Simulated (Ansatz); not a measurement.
A structure relaxed at PBE0-D4/def2-TZVP, charge 0, multiplicity 1:

| atom | x (Å) | y (Å) | z (Å) |
| --- | --- | --- | --- |
| O1 | -2.395 | -1.144 | -0.589 |
| Al2 | -0.909 | -0.446 | -0.185 |
| C3 | 0.186 | -0.314 | 1.480 |
| N4 | 1.199 | 0.355 | 1.074 |
| Si5 | 1.118 | 0.797 | -0.661 |
| H6 | -2.819 | -1.135 | -1.445 |
| H7 | 0.153 | -0.627 | 2.531 |
| H8 | 2.292 | 0.238 | -1.388 |
| H9 | 1.176 | 2.277 | -0.817 |

Question: Give its formula and SMILES.

Answer: CH4AlNOSi, `[OH][Al]1[CH]=N[SiH2]1`.

Question: Point group (tolerance 0.08 Å, 0.16 Å for H)?

Answer: Cs.

Question: Summarise the bond lengths by kind.

Answer: 1 × Al–O 1.691 Å; 1 × H–O 0.956 Å; 1 × Al–C 1.997 Å; 1 × Al–Si 2.425 Å; 1 × C–N 1.280 Å; 1 × C–H 1.097 Å; 1 × N–Si 1.792 Å; 2 × H–Si 1.490 Å.

Results of the Gaussian-basis code of Ansatz.
